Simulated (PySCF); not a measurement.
CH5Ge, SMILES [CH2][GeH3], multiplicity 2.

Coordinates come from a PBE0-D3(BJ)/def2-TZVP optimisation. The isomer is the one that the SMILES or the coordinates give; other isomers of the formula were not compared.

The numbers are results of PBE0-D3(BJ)/def2-TZVP run with PySCF, not measurements.

Frequencies are harmonic and unscaled.

Computed vibrational spectrum:
```
mode  ν (cm⁻¹)  IR (km/mol)  moving atoms (share of kinetic energy)
----  --------  -----------  --------------------------------------
1           41          0.0                                 H 100 %
2          479          6.0                                  H 94 %
3          495         11.6                                  H 98 %
4          594         82.0                          H 75 %, C 22 %
5          653         30.8                 C 68 %, Ge 17 %, H 15 %
6          798         53.9                          H 80 %, C 17 %
7          845        120.1                                  H 96 %
8          877         31.3                                  H 99 %
9          891         16.0                                  H 98 %
10        1384          0.2                          H 89 %, C 11 %
11        2121        115.4                                  H 99 %
12        2152         72.9                                  H 99 %
13        2155        131.1                                  H 98 %
14        3153          5.2                                  H 96 %
15        3260          0.9                          H 89 %, C 11 %
```
